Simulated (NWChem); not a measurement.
Molecule: C$_{2}$H$_{6}$OTe; SMILES CC[Te]O

```xyz
10

Te     0.2455    -0.5948     0.0421
C      0.6403     1.4734    -0.4584
C     -0.2325     2.4412     0.3124
H      0.4969     1.5670    -1.5443
H      1.7139     1.6098    -0.2477
H     -0.0304     2.4003     1.3936
H     -1.2963     2.2078     0.1530
H     -0.0632     3.4760    -0.0287
O     -1.7408    -0.4439    -0.2130
H     -2.1091    -0.2694     0.6621
```
Atoms are numbered in this order, from 1.

Results from NWChem. Structure relaxed at the PBE0/def2-SVP level. No frequency run checked for a minimum. def2 effective core potentials on Te; no spin-orbit coupling. Ions are spin-unrestricted doublets at the neutral geometry; other ion states weren't tried.

For level PBE/def2-SVP:

```yaml
"−ε(HOMO) (eV)": 4.72
```

### Question
What are these values for level PBE0/def2-SVP?

### Answer
| Quantity | Value |
|---|---|
| −ε(HOMO) (eV) | 5.86 |
